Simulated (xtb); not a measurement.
K(OtBu) (C4H9KO), SMILES C(C)(C)([O][K])C. All values are semi-empirical tight-binding results from xtb (GFN2-xTB unless named), good for trends rather than for accurate numbers. Geometry optimised at GFN2-xTB. The isomer is the one that the SMILES or the coordinates give; other isomers of the formula were not compared.

For metal compounds this method's bond lengths and energies can be far off.

- point group as xtb finds it = Cs
- orbital gap = 0.92 eV
- zero-point energy = 75.9 kcal/mol
- G − E(el) at 298.15 K (modified RRHO) = 54.9 kcal/mol
